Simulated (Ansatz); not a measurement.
Reactions of `F[C]1=[CH][GeH]1[SiH3]`.

Calculated with Ansatz (gas phase, PBE0-D4/def2-TZVP geometries, no zero-point term in ΔE). CCSD(T)/CBS is the MP2 limit (def2-TZVPP, def2-QZVPP) plus CCSD(T) − MP2 in def2-TZVPP, frozen cores. DFT in def2-TZVPP. B3LYP here is the variant with VWN-RPA as its local correlation; programs differ in this. Elements past krypton have def2 core potentials. For As, Br, Ge, In, Mg outer-core shells are correlated without core-valence functions, which leaves a few kJ/mol of doubt a bond. Scalar relativity is left out up to krypton. One conformer a species, not always the lowest.

```
                                                                                                       reaction  B3LYP-D4 (kJ/mol)  CCSD(T)/CBS(def2) (kJ/mol)
`F[C]1=[CH][GeH]1[SiH3]` + `[OH][Mg][N]([SiH3])[SiH3]` → `[SiH3][O][Mg][N]([SiH3])[SiH3]` + `F[C]1=[CH][GeH2]1`                -95                        -100
              `F[C]1=[CH][GeH]1[SiH3]` + `[OH][In]([Cl])[Cl]` → `[SiH3][O][In]([Cl])[Cl]` + `F[C]1=[CH][GeH2]1`                -71                         -75
                                   `F[C]1=[CH][GeH]1[SiH3]` + `OB(O)Br` → `OB(Br)O[SiH3]` + `F[C]1=[CH][GeH2]1`                -66                         -67
                         `F[C]1=[CH][GeH]1[SiH3]` + `NB(O)O[SiH3]` → `NB(O[SiH3])O[SiH3]` + `F[C]1=[CH][GeH2]1`                -67                         -64
                                  `F[C]1=[CH][GeH]1[SiH3]` + `C[AsH]C` → `C[As](C)[SiH3]` + `F[C]1=[CH][GeH2]1`                 -2                          -3
                                       `F[C]1=[CH][GeH]1[SiH3]` + `OBOCF` → `FCOBO[SiH3]` + `F[C]1=[CH][GeH2]1`                -61                         -62
```

Largest T1 diagnostic: 0.014, for `[OH][In]([Cl])[Cl]`.
